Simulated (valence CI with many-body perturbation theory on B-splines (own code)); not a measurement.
**E1 transitions of Rb XXIV**

Computed by valence CI with perturbative core correlation (CI+MBPT): four valence electrons over a frozen Dirac-Fock core [Ne], radial functions for each j: 11 s, 11 p, 10 d, 8 f, 5 g, 2 h, with the one-electron correlation potential Σ1 (screened to all orders), the two-electron term Σ2, the three-electron term Σ3, Breit, model QED; selected single and double excitations, second order for the rest, scaled by the run's own slope (own B-spline code, finite nucleus).

No measured levels were compared; by estimate levels of excited configurations hold to 0.05 to 0.15 % of their energy, terms of the ground configuration to about 0.5 %. Among the levels kept, up to 740 cm⁻¹ of a level comes from second order outside the variational space, and about a tenth of that is noise between levels of different J, which matters for small intervals.

Lines 201 to 250 of 551 in falling wavelength, among levels below 2312500 cm⁻¹, chosen from the strongest by gf and those to the six lowest levels. Wavelengths and rates use the calculated energies, so an error of 400 cm⁻¹ moves a line at 13.47 nm by 0.054 % and its rate by three times that or more. Electric multipoles are in the length gauge with retardation, E1 and E2 with the static RPA response of the core. Weak lines are less certain than strong ones. Lines between different terms over intervals too small for the method are left out, as are lines whose strength nearly cancels. Where a level lies close to another of its J and parity, the split of strength between their lines is uncertain. The highest levels of a list are the least certain.

Names give the largest LS component (configuration and term), which can be under half, so a name can repeat, a term be missing and a line seem to break the LS rules; names also repeat where a configuration has a term twice. Letters in brackets count levels of one name in rising energy.

| λ vac (nm) | Upper | Lower | A (s⁻¹) | S (a.u.) with core polarisation | S without |
| --- | --- | --- | --- | --- | --- |
| 13.47 | 3p3 3d 3D°_2 [c] | 3s 3p2 3d 3D_3 [b] | 7.21e+09 | 4.35e-02 | 4.47e-02 |
| 13.47 | 3p3 3d 5D°_3 | 3s 3p2 3d 5F_3 | 9.08e+09 | 7.66e-02 | 7.87e-02 |
| 13.46 | 3p3 3d 3D°_2 [b] | 3s 3p2 3d 3F_2 [b] | 8.72e+09 | 5.24e-02 | 5.38e-02 |
| 13.44 | 3s 3p 3d2 3D°_3 | 3s 3p2 3d 3D_2 [b] | 7.19e+09 | 6.03e-02 | 6.20e-02 |
| 13.43 | 3s 3p2 3d 5P_2 | 3s 3p3 3D°_3 | 7.26e+09 | 4.34e-02 | 4.45e-02 |
| 13.42 | 3s 3p2 3d 3F_2 [c] | 3s2 3p 3d 3F°_2 | 1.84e+10 | 1.09e-01 | 1.12e-01 |
| 13.40 | 3p3 3d 3D°_1 [c] | 3s 3p2 3d 3D_1 [a] | 1.99e+10 | 7.10e-02 | 7.29e-02 |
| 13.38 | 3s 3p 3d2 3F°_4 | 3s 3p2 3d 3F_3 [b] | 1.50e+10 | 1.60e-01 | 1.64e-01 |
| 13.38 | 3p3 3d 3D°_2 [a] | 3s 3p2 3d 3F_3 [a] | 8.01e+09 | 4.73e-02 | 4.86e-02 |
| 13.34 | 3s 3p2 3d 1D_2 [c] | 3s2 3p 3d 1F°_3 | 6.27e+10 | 3.68e-01 | 3.78e-01 |
| 13.33 | 3s 3p 3d2 3G°_3 [c] | 3s 3p2 3d 3D_2 [a] | 7.40e+09 | 6.06e-02 | 6.22e-02 |
| 13.31 | 3s2 3p 3d 3F°_3 | 3s2 3p2 3P_2 | 7.27e+09 | 5.92e-02 | 6.07e-02 |
| 13.31 | 3s 3p 3d2 5D°_3 [b] | 3s 3p2 3d 3F_4 [a] | 6.06e+09 | 4.93e-02 | 5.06e-02 |
| 13.30 | 3s2 3p 3d 3F°_2 | 3s2 3p2 3P_1 | 3.63e+09 | 2.11e-02 | 2.16e-02 |
| 13.29 | 3s 3p 3d2 3H°_5 | 3s 3p2 3d 3G_4 | 4.01e+10 | 5.12e-01 | 5.25e-01 |
| 13.29 | 3s 3p 3d2 3H°_4 | 3s 3p2 3d 3G_3 | 3.53e+10 | 3.68e-01 | 3.78e-01 |
| 13.28 | 3s 3p2 3d 3P_2 [a] | 3s 3p3 3D°_3 | 2.41e+10 | 1.39e-01 | 1.43e-01 |
| 13.28 | 3s 3p 3d2 3G°_4 [b] | 3s 3p2 3d 3D_3 [b] | 4.81e+09 | 5.00e-02 | 5.13e-02 |
| 13.28 | 3p3 3d 3D°_2 [b] | 3s 3p2 3d 3P_1 [b] | 1.25e+10 | 7.22e-02 | 7.41e-02 |
| 13.27 | 3s 3p2 3d 1F_3 | 3s2 3p 3d 3P°_2 [b] | 8.45e+09 | 6.82e-02 | 7.00e-02 |
| 13.26 | 3s 3p3 3S°_1 | 3s2 3p2 3P_1 | 2.82e+10 | 9.75e-02 | 1.00e-01 |
| 13.26 | 3s 3p 3d2 3G°_3 [a] | 3s 3p2 3d 1G_4 | 1.06e+10 | 8.53e-02 | 8.76e-02 |
| 13.24 | 3s 3p 3d2 3F°_4 | 3s 3p2 3d 1G_4 | 4.85e+09 | 4.99e-02 | 5.13e-02 |
| 13.23 | 3s2 3d2 1D_2 | 3s2 3p 3d 1P°_1 | 4.69e+10 | 2.69e-01 | 2.76e-01 |
| 13.22 | 3s 3p2 3d 5F_3 | 3s 3p3 5S°_2 | 2.94e+09 | 2.35e-02 | 2.40e-02 |
| 13.22 | 3s 3p2 3d 3D_3 [e] | 3s2 3p 3d 3F°_4 | 1.57e+10 | 1.25e-01 | 1.29e-01 |
| 13.20 | 3s 3p 3d2 5D°_3 [a] | 3s 3p2 3d 3F_3 [a] | 6.23e+09 | 4.96e-02 | 5.09e-02 |
| 13.20 | 3s 3p 3d2 3G°_3 [b] | 3s 3p2 3d 3F_3 [b] | 7.70e+09 | 6.12e-02 | 6.28e-02 |
| 13.19 | 3s 3p2 3d 3D_1 [d] | 3s2 3p 3d 3F°_2 | 2.28e+10 | 7.73e-02 | 7.94e-02 |
| 13.16 | 3s 3p 3d2 3G°_3 [c] | 3s 3p2 3d 3F_3 [b] | 7.05e+09 | 5.55e-02 | 5.69e-02 |
| 13.14 | 3s 3p 3d2 5G°_4 | 3s 3p2 3d 5D_3 | 8.95e+09 | 9.02e-02 | 9.24e-02 |
| 13.12 | 3p3 3d 3D°_2 [c] | 3s 3p2 3d 3D_2 [a] | 8.73e+09 | 4.87e-02 | 5.00e-02 |
| 13.12 | 3s 3p2 3d 3D_2 [d] | 3s 3p3 3S°_1 | 1.08e+10 | 6.00e-02 | 6.16e-02 |
| 13.11 | 3s 3p 3d2 5D°_4 [a] | 3s 3p2 3d 5P_3 | 1.18e+10 | 1.18e-01 | 1.21e-01 |
| 13.08 | 3s 3p2 3d 3P_0 [e] | 3s2 3p 3d 3P°_1 | 8.20e+10 | 9.07e-02 | 9.32e-02 |
| 13.07 | 3s 3p 3d2 3F°_4 | 3s 3p2 3d 3D_3 [a] | 1.15e+10 | 1.14e-01 | 1.17e-01 |
| 13.06 | 3s 3p 3d2 3G°_3 [b] | 3s 3p2 3d 1G_4 | 1.26e+10 | 9.70e-02 | 9.96e-02 |
| 13.02 | 3s 3p2 3d 3D_3 [e] | 3s2 3p 3d 3P°_2 [a] | 2.62e+10 | 2.00e-01 | 2.06e-01 |
| 13.02 | 3s 3p 3d2 3G°_4 [a] | 3s 3p2 3d 3F_3 [b] | 1.11e+10 | 1.09e-01 | 1.12e-01 |
| 12.98 | 3s 3p2 3d 3D_2 [e] | 3s2 3p 3d 3D°_1 | 2.06e+10 | 1.11e-01 | 1.14e-01 |
| 12.98 | 3s 3p 3d2 5G°_5 | 3s 3p2 3d 5D_4 | 6.99e+09 | 8.29e-02 | 8.50e-02 |
| 12.95 | 3s 3p2 3d 1P_1 | 3s2 3p 3d 3D°_1 | 2.24e+10 | 7.21e-02 | 7.41e-02 |
| 12.95 | 3s2 3d2 1G_4 | 3s2 3p 3d 1F°_3 | 1.14e+11 | 1.10e+00 | 1.13e+00 |
| 12.94 | 3s2 3d2 3F_2 | 3s2 3p 3d 3P°_1 | 2.97e+10 | 1.59e-01 | 1.63e-01 |
| 12.94 | 3s 3p2 3d 3D_3 [c] | 3s2 3p 3d 3F°_2 | 1.01e+10 | 7.54e-02 | 7.75e-02 |
| 12.94 | 3s2 3d2 3F_3 | 3s2 3p 3d 3P°_2 [b] | 5.22e+10 | 3.90e-01 | 4.00e-01 |
| 12.91 | 3s2 3d2 3P_2 | 3s2 3p 3d 1F°_3 | 2.40e+10 | 1.28e-01 | 1.31e-01 |
| 12.90 | 3s 3p 3d2 3G°_3 [b] | 3s 3p2 3d 3D_3 [a] | 6.56e+09 | 4.86e-02 | 4.99e-02 |
| 12.89 | 3s 3p2 3d 1D_2 [b] | 3s2 3p 3d 3D°_1 | 9.21e+09 | 4.87e-02 | 5.00e-02 |
| 12.89 | 3s 3p2 3d 3P_1 [a] | 3s 3p3 5S°_2 | 4.73e+08 | 1.50e-03 | 1.54e-03 |
